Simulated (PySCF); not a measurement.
A TDDFT job was run through a driver script with this input:

```
{"job": {"kind": "uv", "xc": "PBE0", "basis": "def2-SVPD", "ip": false, "nstates": 10}, "charge": 0, "multiplicity": 1}
Zr     0.246794     0.139496     0.191410
C      0.236048     0.686276     2.357469
H     -0.714175     0.452728     2.869981
H      0.425672     1.767090     2.493973
H      1.036954     0.140859     2.891258
C      2.286822     0.620123    -0.580946
H      2.481181     0.234907    -1.597750
H      3.049696     0.175205     0.086160
H      2.465173     1.710868    -0.602900
O     -1.022535     1.253543    -0.722359
C     -2.024990     1.875633    -1.444849
H     -2.010840     1.559044    -2.503065
H     -1.903582     2.972634    -1.419797
H     -3.021688     1.636977    -1.032868
O     -0.003393    -1.759428     0.051065
C     -0.328862    -3.082523    -0.187586
H      0.518975    -3.620175    -0.647642
H     -1.193783    -3.168455    -0.869555
H     -0.586228    -3.601343     0.752609
```

Output (SCF cycles cut):

```
converged SCF energy = -356.6642694568

Static polarisability (au): isotropic 107.960, principal 103.624 108.992 111.265

Singlet excitations
state   eV       nm        f      main configurations
  1   4.8164    257.4   0.00059   H->L 0.98
  2   5.3575    231.4   0.00767   H-1->L 0.98
  3   5.4754    226.4   0.00007   H->L+2 0.98
  4   5.7345    216.2   0.00009   H-1->L+2 0.98
  5   5.9785    207.4   0.01914   H->L+1 0.92
  6   6.0688    204.3   0.00000   H->L+3 0.76, H->L+6 0.21
  7   6.2108    199.6   0.00598   H-1->L+1 0.65, H->L+4 0.19, H->L+5 0.13
  8   6.3315    195.8   0.00008   H->L+5 0.45, H->L+4 0.36, H->L+8 0.10
  9   6.3904    194.0   0.00614   H-1->L+3 0.75, H-1->L+6 0.21
 10   6.4951    190.9   0.00944   H-3->L 0.52, H-2->L 0.38

Triplet excitations (Tamm-Dancoff, eV): 4.4853 4.7869 5.0356 5.3226
```

The calculation used TDDFT PBE0/def2-SVPD, vertical, gas phase, core orbitals frozen in the response, def2 core potentials past Kr (PySCF). Geometry: PBE0-D3(BJ)/def2-SVP; no solvent, vibrations or thermal averaging. Atoms past krypton carry effective core potentials; spin–orbit coupling is left out.

(1) Give the mean polarisability in Å³.

(2) What transition dipole goes with state 5?

(3) Give the energy of state 3 in hartree, cm⁻¹ and kJ/mol.

(4) How many basis functions and electrons does this run hold?

(5) What is the polarisability anisotropy, √(½[(α1 − α2)² + (α2 − α3)² + (α3 − α1)²])?

(6) Which species is it?

## Answers

(1) 107.96 au × 0.148185 = 16.00 Å³.

(2) |μ|² = 3f / (2ΔE) = 3 × 0.0191 / (2 × 0.2197) ≈ 0.131 au, so |μ| = 0.92 D.

(3) 0.20122 hartree, 44162 cm⁻¹, 528.3 kJ/mol.

(4) 256 basis functions for 64 electrons in 32 doubly occupied orbitals (core potentials stand for the other electrons).

(5) 6.80 au.

(6) ZrMe2(OMe)2, `C[O][Zr]([CH3])([CH3])[O]C` (C4H12O2Zr).

H and L stand for HOMO and LUMO.
